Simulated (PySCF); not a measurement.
ZrF₂, SMILES [F][Zr][F] (connectivity only; charge and spin as stated), neutral, multiplicity 3.

Geometry: PBE0-D3(BJ)/def2-TZVP. The multiplicity is an assumed one; other spin states were not compared. The def2 effective core potentials stand for the cores of Zr; spin–orbit coupling is left out.

The numbers are results of TDA-ωB97X/def2-TZVPD (PySCF), not measurements.

Vertical excitations. Gas-phase values at a fixed geometry.

| state | energy (eV) | λ (nm) | f | main pairs |
|---|---|---|---|---|
| root 1 | 0.22 | 5528 | 0.000 | α HOMO−1→LUMO 88 % |
| root 2 | 0.90 | 1372 | 0.007 | α HOMO→LUMO 88 % |
| root 3 | 1.61 | 770 | 0.001 | α HOMO−1→LUMO+4 98 % |
| root 4 | 1.84 | 674 | 0.000 | α HOMO→LUMO+4 96 % |
| root 5 | 2.15 | 575 | 0.000 | α HOMO−1→LUMO+2 68 %, α HOMO−1→LUMO+6 25 % |
| root 6 | 2.34 | 529 | 0.022 | α HOMO→LUMO+2 74 %, α HOMO→LUMO+6 23 % |
| root 7 | 3.35 | 371 | 0.000 | α HOMO−1→LUMO+1 71 %, α HOMO→LUMO+3 16 % |
| root 8 | 3.38 | 366 | 0.027 | α HOMO−1→LUMO+3 46 %, α HOMO→LUMO+1 28 %, α HOMO−1→LUMO+7 10 % |
| root 9 | 3.61 | 344 | 0.339 | α HOMO→LUMO+1 66 %, α HOMO−1→LUMO+3 18 % |
| root 10 | 3.85 | 322 | 0.273 | α HOMO→LUMO+3 58 %, α HOMO−1→LUMO+1 19 %, α HOMO→LUMO 9 % |
Unrestricted roots are not spin-pure.
